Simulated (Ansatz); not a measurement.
The first iterations of a band of a periodic cell of 19 atoms, Sr18Ga (surface Sr(111), adsorbate Ga).

The calculation used DFT PBE, scalar-relativistic, plane waves, PAW (Ansatz 0.2.0). Settings: cutoff 420 eV, k mesh 2x2x1, fermi-dirac smearing 0.05 eV, no spin polarisation.

```yaml
movable_images: 5
climbing_image: yes
spring: 10.0 eV/Å²
optimiser: fire
start_path: straight line
force_threshold: 0.05 eV/Å
iteration_limit: 52
end_points: relaxed
atoms_held: 1 to 6
```

Image 0:

```xyz
19
Lattice="8.5984 0.0000 0.0000 6.4488 11.1697 0.0000 0.0000 0.0000 20.0206" Properties=species:S:1:pos:R:3
Sr 2.150 1.241 1.000
Sr 6.449 1.241 1.000
Sr 4.299 4.964 1.000
Sr 8.598 4.964 1.000
Sr 6.449 8.688 1.000
Sr 10.748 8.688 1.000
Sr 0.069 2.453 4.395
Sr 4.417 2.434 4.422
Sr 2.111 6.222 4.325
Sr 6.425 6.149 4.479
Sr 4.176 9.892 4.340
Sr 8.556 9.911 4.379
Sr -0.305 -0.185 7.574
Sr 3.829 0.190 8.087
Sr 2.334 3.903 7.601
Sr 6.833 3.513 8.116
Sr 4.244 7.445 7.755
Sr 8.558 7.449 7.815
Ga 1.069 1.814 9.428
```

Image 6:

```xyz
19
Lattice="8.5984 0.0000 0.0000 6.4488 11.1697 0.0000 0.0000 0.0000 20.0206" Properties=species:S:1:pos:R:3
Sr 2.150 1.241 1.000
Sr 6.449 1.241 1.000
Sr 4.299 4.964 1.000
Sr 8.598 4.964 1.000
Sr 6.449 8.688 1.000
Sr 10.748 8.688 1.000
Sr -0.024 2.426 4.479
Sr 4.261 2.499 4.325
Sr 2.107 6.188 4.379
Sr 6.326 6.169 4.340
Sr 4.417 9.881 4.422
Sr 8.667 9.900 4.395
Sr 0.384 -0.210 8.116
Sr 4.484 0.180 7.601
Sr 2.110 3.726 7.815
Sr 6.394 3.722 7.755
Sr 3.829 7.636 8.087
Sr 8.293 7.261 7.574
Ga 3.219 -1.909 9.428
```

| iteration | highest image above the first end (eV) | largest band force component (eV/Å) |
| --- | --- | --- |
| 1 | 1.288 | 2.510 |
| 2 | 1.056 | 2.059 |
| 3 | 0.742 | 1.368 |
| 4 | 0.497 | 0.687 |
| 5 | 0.380 | 0.366 |
| 6 | 0.362 | 0.379 |
| 7 | 0.359 | 0.374 |
| 8 | 0.354 | 0.364 |
| 9 | 0.346 | 0.348 |
| 10 | 0.336 | 0.329 |
| 11 | 0.324 | 0.304 |
| 12 | 0.311 | 0.285 |
| 13 | 0.295 | 0.274 |

Question: Does the band converge within its limit, and where does its top end?

Answer: The forces met the threshold. It ended after 40 iterations with the highest image 0.077 eV above the first end. Beside the main top the profile has a ripple of under 15 meV (maxima at images 2, 4), which may be a very shallow well or noise. By the program's own check the climbing image is of a kind that is not told: the force calls were inconclusive, a negative curvature could not be distinguished from the path's own, the only one lies far off the path, or fixed occupations may fill a level only in part (lowest curvatures found: -0.05 and 0.05 eV/Å²). Limits of this set-up: coarse k mesh, thin slab, slab without dipole correction.

Run time: 34 min on 4 threads of Intel(R) Xeon(R) Platinum 8559C (Emerald Rapids) (shared host), peak memory 7 GiB.
